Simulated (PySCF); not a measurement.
**Electron correlation in Cd (cadmium, neutral)**

[Kr] 4d10 5s2, closed-shell 1S. All numbers are calculated (PySCF 2.14, scalar relativity by spin-free X2C-1e, in x2c-TZVPPall with one added diffuse shell each of s, p, d, f type (9s7p7d3f1g, 95 functions)). Frozen: [Ar] 3d10; 20 electrons correlated.

```tsv
level	correlation energy (mhartree)
CCSD	-688.26
(T)	-21.03
CCSD(T)	-709.29
```

Diagnostics: T1 = 0.016, D1 = 0.0665, largest double amplitude 0.053.

Cost of the coupled-cluster step: about 30 core-seconds, for 20 correlated electrons.

This basis was not built for core-valence correlation, so the inner-shell part is incomplete.
